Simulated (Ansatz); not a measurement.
`C[Si](C)(C)C#Cc1ccc(-c2ccc(-c3ccc(C#C[Si](C)(C)C)cc3)cc2)cc1`. Total charge 0; singlet. Geometry PBE-D4/def2-SVP; atoms count from 1.

```xyz
60

C     5.203    5.809   -7.794
Si    3.758    6.634   -6.894
C     4.346    8.182   -5.981
C     2.385    7.075   -8.117
C     3.082    5.442   -5.655
C     2.630    4.644   -4.826
C     2.109    3.724   -3.870
C     2.629    2.409   -3.766
C     2.116    1.512   -2.827
C     1.065    1.881   -1.953
C     0.524    0.925   -0.960
C     1.351   -0.044   -0.347
C     0.841   -0.944    0.592
C    -0.524   -0.924    0.962
C    -1.065   -1.879    1.954
C    -2.392   -2.362    1.858
C    -2.907   -3.264    2.791
C    -2.110   -3.724    3.870
C    -2.630   -4.644    4.826
C    -3.081   -5.442    5.656
Si   -3.757   -6.635    6.893
C    -4.645   -5.661    8.249
C    -2.318   -7.620    7.626
C    -4.969   -7.790    6.013
C    -0.779   -3.242    3.972
C    -0.273   -2.342    3.033
C    -1.352    0.043    0.347
C    -0.840    0.947   -0.588
C     0.549    3.194   -2.062
C     1.056    4.099   -2.996
H     5.635    6.498   -8.549
H     6.006    5.529   -7.082
H     4.872    4.889   -8.316
H     4.758    8.923   -6.697
H     3.510    8.661   -5.432
H     5.139    7.934   -5.247
H     1.523    7.540   -7.596
H     2.757    7.793   -8.877
H     2.017    6.172   -8.645
H     3.439    2.099   -4.442
H     2.520    0.490   -2.786
H     2.422   -0.079   -0.598
H     1.512   -1.694    1.036
H    -3.025   -2.043    1.016
H    -3.938   -3.635    2.692
H    -5.065   -6.349    9.011
H    -3.949   -4.964    8.759
H    -5.479   -5.063    7.828
H    -2.688   -8.349    8.377
H    -1.592   -6.948    8.127
H    -1.778   -8.181    6.837
H    -5.398   -8.523    6.728
H    -4.463   -8.354    5.203
H    -5.805   -7.219    5.562
H    -0.151   -3.582    4.809
H     0.754   -1.965    3.151
H    -2.415    0.101    0.623
H    -1.518    1.675   -1.058
H    -0.250    3.521   -1.379
H     0.649    5.119   -3.057
```

Single mean-field runs in def2-TZVP are fitted with def2-universal-jkfit.

**Question.** Estimate the Mulliken populations of the heavy atoms from the PBE0/def2-TZVP orbitals of Ansatz.

**Answer.** 
```
atom  charge (e)
  C1       -0.48
 Si2        0.34
  C3       -0.48
  C4       -0.48
  C5        0.04
  C6        0.00
  C7       -0.08
  C8       -0.18
  C9       -0.21
 C10        0.17
 C11        0.15
 C12       -0.21
 C13       -0.21
 C14        0.15
 C15        0.17
 C16       -0.21
 C17       -0.18
 C18       -0.08
 C19        0.00
 C20        0.04
Si21        0.34
 C22       -0.48
 C23       -0.48
 C24       -0.48
 C25       -0.18
 C26       -0.21
 C27       -0.21
 C28       -0.21
 C29       -0.21
 C30       -0.18
```
Mulliken values depend strongly on the basis.

**Question.** And the Mayer bond orders between heavy atoms (over 0.3)?

**Answer.** C1–Si2 1.00 (1.89 Å); Si2–C3 1.00 (1.89 Å); Si2–C4 1.00 (1.89 Å); Si2–C5 0.99 (1.85 Å); C5–C6 2.57 (1.24 Å); C6–C7 1.12 (1.42 Å); C7–C8 1.36 (1.42 Å); C7–C30 1.37 (1.42 Å); C8–C9 1.46 (1.40 Å); C9–C10 1.36 (1.42 Å); C10–C11 0.90 (1.48 Å); C10–C29 1.36 (1.42 Å); C11–C12 1.37 (1.41 Å); C11–C28 1.37 (1.41 Å); C12–C13 1.47 (1.40 Å); C13–C14 1.37 (1.41 Å); C14–C15 0.90 (1.48 Å); C14–C27 1.37 (1.41 Å); C15–C16 1.36 (1.42 Å); C15–C26 1.36 (1.42 Å); C16–C17 1.46 (1.40 Å); C17–C18 1.37 (1.42 Å); C18–C19 1.12 (1.42 Å); C18–C25 1.37 (1.42 Å); C19–C20 2.57 (1.24 Å); C20–Si21 0.99 (1.85 Å); Si21–C22 1.00 (1.89 Å); Si21–C23 1.00 (1.89 Å); Si21–C24 1.00 (1.89 Å); C25–C26 1.46 (1.40 Å); C27–C28 1.47 (1.40 Å); C29–C30 1.46 (1.40 Å).
